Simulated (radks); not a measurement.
The iridium ion Ir4+, [Xe] 4f14 5d5. Calculated with a radial shooting solver on a logarithmic mesh with Libxc functionals: non-relativistic Kohn-Sham, exchange-only PBE, spin-polarised, spherical densities, point nucleus. Every spin shell is full or empty, so the densities are truly spherical. Functionals are evaluated on that one density, not self-consistently. Rank these orbital-free kinetic functionals by their error against the exact value of the orbitals, and give that value: Thomas-Fermi, von Weizsacker, TF + vW, TF + vW/9, TF + vW/5, LC94, revAPBEK, Perdew 92, Thakkar, Pearson, LKT, PG1, DePristo-Kress.

Answer. Exact: 16801.8 hartree. From best to worst, with 100 (|E| - |E exact|)/|E exact| (equal figures are ties): LC94 0.00, revAPBEK +0.17, DePristo-Kress -0.22, Perdew 92 -0.70, TF + vW/9 -0.71, Thakkar -0.79, Pearson -0.87, TF + vW/5 +2.48, Thomas-Fermi -4.70, PG1 +12.58, LKT +16.14, TF + vW +31.20, von Weizsacker -64.11.
